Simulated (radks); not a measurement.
Results of a calculation; reference values are marked as such.
Effect of the nuclear size on neutral cerium, [Xe] 4f1 5d1 6s2. Code: a radial shooting solver on a logarithmic mesh with Libxc functionals. Model: Dirac Kohn-Sham, PBE, spin-unpolarised, spherical densities, finite nucleus; open shells fill j = l - 1/2 first; Fermi nuclear charge, rms radius 4.8771 fm. The rms radius is varied about that value; shifts are against it.

[
 {"rms radius (fm)": "4.1504", "total energy shift (eV)": "-2.89", "density at nucleus (e/bohr^3)": "3.96e+05", "1s1/2 shift (meV)": "-1200", "2s1/2 shift (meV)": "-147", "5s1/2 shift (meV)": "-1.05", "5p1/2 shift (meV)": "0.193", "6s1/2 shift (meV)": "-0.062", "5d3/2 shift (meV)": "0.118"},
 {"rms radius (fm)": "4.5552", "total energy shift (eV)": "-1.33", "density at nucleus (e/bohr^3)": "3.884e+05", "1s1/2 shift (meV)": "-552", "2s1/2 shift (meV)": "-67.4", "5s1/2 shift (meV)": "-0.480", "5p1/2 shift (meV)": "0.088", "6s1/2 shift (meV)": "-0.029", "5d3/2 shift (meV)": "0.054"},
 {"rms radius (fm)": "4.8771", "total energy shift (eV)": "0", "density at nucleus (e/bohr^3)": "3.83e+05", "1s1/2 shift (meV)": "0.000", "2s1/2 shift (meV)": "0.000", "5s1/2 shift (meV)": "0.000", "5p1/2 shift (meV)": "0.000", "6s1/2 shift (meV)": "0.000", "5d3/2 shift (meV)": "0.000"},
 {"rms radius (fm)": "5.238", "total energy shift (eV)": "1.57", "density at nucleus (e/bohr^3)": "3.773e+05", "1s1/2 shift (meV)": "654", "2s1/2 shift (meV)": "79.9", "5s1/2 shift (meV)": "0.569", "5p1/2 shift (meV)": "-0.105", "6s1/2 shift (meV)": "0.034", "5d3/2 shift (meV)": "-0.064"},
 {"rms radius (fm)": "5.4136", "total energy shift (eV)": "2.37", "density at nucleus (e/bohr^3)": "3.748e+05", "1s1/2 shift (meV)": "985", "2s1/2 shift (meV)": "120", "5s1/2 shift (meV)": "0.857", "5p1/2 shift (meV)": "-0.158", "6s1/2 shift (meV)": "0.051", "5d3/2 shift (meV)": "-0.097"}
]

Slopes of the eigenvalues against <r^2> in GHz/fm^2, as finite differences over the two radii next to the reference (eigenvalue slopes, not the field-shift constants of lines): 1s1/2 43600, 2s1/2 5330, 5s1/2 37.9, 5p1/2 -6.98, 6s1/2 2.26, 5d3/2 -4.28.
